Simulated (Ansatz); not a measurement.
SnCl2. The state is a triplet with charge 0. Geometry PBE-D4/def2-TZVP, that of the neutral singlet; atoms count from 1.

```xyz
3

Sn   -0.519    0.384    0.806
Cl   -1.220   -1.114   -0.918
Cl    1.740    0.730    0.111
```

In the def2 sets Sn takes a core potential; there is no spin–orbit coupling. At PBE0-D4/def2-TZVP a singlet of charge 0 lies 2.85 eV below the triplet at the same geometry.

(1) Estimate the Mulliken populations from the PBE0/def2-TZVP orbitals of Ansatz.

(2) Where does the spin sit?

(3) And the Mayer bond orders between heavy atoms (over 0.3)?

Results:

(1) 
| atom | charge (e) | spin (α − β) |
| --- | --- | --- |
| Sn1 | 0.56 | 1.48 |
| Cl2 | -0.28 | 0.26 |
| Cl3 | -0.28 | 0.26 |
Mulliken values depend strongly on the basis.

(2) Summed by element: Sn 1.48, Cl 0.52, of 2 unpaired in all. Largest on single atoms: Sn1 1.48, Cl2 0.26, Cl3 0.26.

(3) Sn1–Cl2 0.97 (2.39 Å); Sn1–Cl3 0.97 (2.39 Å).
